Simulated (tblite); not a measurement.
Write Cartesian coordinates for InChI=1S/C3H11NSi2/c5-3-6-2-1-4-6/h4,6H,1-3H2,5H3/t6-/m0/s1 as optimised with GFN2-xTB.

```
atom  x, y, z in Å
Si1    2.2778   -0.6083   -0.4944
C2     1.4268   -0.1071    1.1267
Si3   -0.4241    0.2765    1.0099
C4    -1.5962   -0.7374   -0.1068
C5    -1.8683    0.5508   -0.8897
N6    -0.8509    1.3691   -0.2479
H7     1.7114   -1.8653   -0.9947
H8     3.7091   -0.8189   -0.2382
H9     2.1340    0.4430   -1.5024
H10    1.9224    0.7735    1.5328
H11    1.5637   -0.8931    1.8676
H12   -0.9737    0.5216    2.3591
H13   -1.1377   -1.5090   -0.7162
H14   -2.4829   -1.1519    0.3607
H15   -1.6979    0.4693   -1.9677
H16   -2.8817    0.9329   -0.7256
H17   -0.8389    2.3665   -0.3832
```

Any rigid rotation of these coordinates is as good. Atoms count from 1 in this order. N6 (silicon-bound nitrogen) has angles 136.5°, 120.4° and 98.0°, sum 354.9°, 0.16 Å off the plane of its three neighbours. Si3 (SiH silicon) has angles from 76.0° to 121.9°. Si1 (SiH3 silicon) is tetrahedral (angles from 108.2° to 110.8°). The 4-membered ring Si3–C4–C5–N6 has internal angles of 76.0° to 98.0°; it is slightly puckered (a soft mode that the optimisation may not have finished), 0.06 Å rms from its mean plane, widest ring torsion 10°.

Bonds between heavy atoms (Å): Si1–C2 1.898, C2–Si3 1.894, Si3–C4 1.910, C4–C5 1.532, C5–N6 1.455, Si3–N6 1.720.

Computed geometry: GFN2-xTB, gas phase.

Point group: C1 (no symmetry element, even within 0.4 Å). Its GFN2-xTB frequencies are all real (lowest 39 cm⁻¹). The numbers are those of one conformer (Si1–C2–Si3–C4 39°, C2–Si3–C4–C5 -118°, Si3–C4–C5–N6 8°, C4–C5–N6–Si3 -10°, C2–Si3–N6–C5 127°).
